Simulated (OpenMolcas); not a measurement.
## Cu4+: effect of the level shift or regulariser

* Program: OpenMolcas 26.06
* Basis: ANO-R1 [5s3p2d1f]
* Scalar Hamiltonian: X2C, finite nucleus
* Active space: 7 electrons in 5 orbitals (3d)
* State averaging: 2S+1 = 4 even, 10 roots; 2S+1 = 2 even, 40 roots
* Spin-orbit coupling: state interaction with AMFI integrals over the reference wave functions, term energies averaged over their components

Methods on the same reference wave functions:
A. CASSCF
B. MS-CASPT2, IPEA 0.25 Eh, imaginary shift 0.1 Eh (closed shells correlated: 3s 3p)
C. MS-CASPT2, IPEA 0.25 Eh, imaginary shift 0.3 Eh (closed shells correlated: 3s 3p)

Energies in cm-1 above 3d7 4F 9/2, the measured ground level; measured values from Sugar and Musgrove, J. Phys. Chem. Ref. Data 19, 527 (1990).

```tsv
Level	A	B	C	Measured
3d7 4F 9/2	0.0	0.0	0.0	0.0
3d7 4F 7/2	1638	1644	1644	1616
3d7 4F 5/2	2818	2820	2820	2759
3d7 4F 3/2	3617	3600	3600	3528
3d7 4P 5/2	24854	22340	22340	20827
3d7 2G 9/2	24947	23250	23250	22575
3d7 4P 3/2	25274	22470	22470	21066
3d7 4P 1/2	26125	23510	23510	21935
3d7 2G 7/2	26535	24810	24810	24100
3d7 2P 3/2 [75 %]	32857	27740	27750	27016
3d7 2H 11/2	33142	32070	32070	30402
3d7 2P 1/2	34555	29030	29040	28367
3d7 2H 9/2	34585	33500	33500	31823
3d7 2D 5/2(1)	35926	31910	31910	30966
3d7 2D 3/2(1)	38499	34350	34350	33292
3d7 2F 5/2	56943	52160	52160	49490
3d7 2F 7/2	57647	52870	52870	50072
3d7 2D 3/2(2)	88770	81050	81050	76838
3d7 2D 5/2(2)	89562	81940	81940	77668
```

Deviations, from unrounded energies. A percentage is the sum of absolute deviations over the sum of measured energies, with the sign that they share, or ± where signs differ.

| Against measurement | Levels | A | B | C |
| --- | --- | --- | --- | --- |
| mean absolute deviation (cm-1) | 18 | 4700 | 1500 | 1500 |
| fine structure of the ground term (%) | 3 | +2.2 | +2.0 | +2.0 |
| other terms of the ground configuration (%) | 15 | +15.3 | +4.9 | +4.9 |

B, C lie about equally close to measurement and A furthest from it. The largest miss of B in the table is 3d7 2D 5/2(2), by +4300 cm-1. The ranking rests on the paired levels alone, and a cruder setting can come out closer through cancelling errors.

Between B and C the level of the table that moves most is 3d7 2P 1/2, by 8.1 cm-1 (lowest in B, highest in C). Moves below CASPT2's spread within the term are not significant.

The two smallest mean deviations differ by little beside CASPT2's spread within terms, so their order carries little weight.

From A to B the spin-free energies of the other terms of 3d7 shown, above 4F, scale by factors of 0.82 to 0.97, as is usual when dynamic correlation screens the repulsion within a d or f shell.

The lowest spin-free term lies below A's lowest term by 0.298 hartree in B, 0.298 hartree in C.

CASPT2 does not keep the components of a term degenerate, so their means are used; among the terms shown or strongly mixed into the levels shown the widest spread is 820 cm-1 (3d7 4F, B). The basis is small and was not contracted for so high a charge. Without dynamic correlation excited terms often stand tens of per cent too high (terms of higher spin than the ground term too low), and those without a measured partner can miss by more than the paired ones (holds for A). The CASPT2 spread within a term exceeds the gap to the next term for 3d7 2D(1) and 3d7 2H, so the order of their levels is uncertain (holds for B; C). Computed and measured levels are paired by configuration, term and J; levels that our copy of the source lacks, or whose pairing is in doubt (as where it misses far off the trend of its configuration), stay unpaired and out of the deviations. Levels of configurations outside the active space are missing.

A share in square brackets marks a mixed level and gives the weight of the term that names it, the lowest over the columns. A number in round brackets counts repeated terms of one configuration in the order of the reference energies.
